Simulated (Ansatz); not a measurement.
System: H$_{2}$Se, net charge 1, doublet state. 
Geometry from a B3LYP-D3(BJ)/def2-TZVP (Ansatz, a quantum-chemistry and plane-wave program) optimisation:
```xyz
3

Se     0.0000     0.0576     0.0017
H     -1.0670    -0.9799    -0.0261
H      1.0674    -0.9793    -0.0317
```
Charge +1, spin multiplicity 2.

Total electronic energies in hartree. Valence correlation only, unless marked. Open shells are spin-unrestricted. Spin-orbit coupling is left out. Frozen are the shells of the preceding noble gas and the d and f shells that filled before the atom's block. No relativistic terms. Basis-set limits of correlation are two-point, X^-3; Hartree-Fock from the larger set (for Q and 5 zeta extrapolated as (X+1)exp(-9√X)).

```tsv
level	program	energy (Eh)
HF/cc-pVDZ	Ansatz	-2400.64947
PBE0/6-31G*	Ansatz	-2401.80586
BHLYP-D3(BJ)/def2-TZVPD	Ansatz + dftd3	(withheld)
wB97M-V/def2-TZVPD	Ansatz	-2402.24517
B2GP-PLYP-D4/def2-TZVPD	Ansatz + dftd4	-2401.82328
B2GP-PLYP/def2-TZVPD	Ansatz	-2401.82311
MP2/CBS(def2-TZVPP,def2-QZVPP)	Ansatz	-2400.8832
RI-MP2/def2-QZVPP	Ansatz	-2400.87518
RI-MP2/def2-QZVPPD	Ansatz	-2400.87533
RI-MP2/CBS(cc-pVTZ,cc-pVQZ)	Ansatz	-2400.8831
SCS-MP2/aug-cc-pVDZ	Ansatz	-2400.76253
SCS-MP2/def2-TZVPP	Ansatz	-2400.82277
SCS-MP2/aug-cc-pVQZ	Ansatz	-2400.88367
SCS-MP2/cc-pVQZ	Ansatz	-2400.88246
CCSD/def2-SVPD	Ansatz	-2400.51772
CCSD/cc-pVTZ	Ansatz	-2400.88482
CCSD/cc-pVQZ	Ansatz	-2400.89793
CCSD/CBS(def2-TZVPPD,def2-QZVPPD)	Ansatz	-2400.9047
CCSD/CBS(cc-pVQZ,cc-pV5Z)	Ansatz	-2400.9048
CCSD(T)/6-31G*	Ansatz	-2400.48811
CCSDT/cc-pVDZ	Ansatz	-2400.77902
CCSD(T)/CBS(def2-TZVPPD,def2-QZVPPD)	Ansatz	-2400.9107
CCSD(T)/CBS(cc-pVQZ,cc-pV5Z)	Ansatz	-2400.9108
```

Complete the blanks.


- BHLYP-D3(BJ)/def2-TZVPD, energy (Eh): -2402.37946
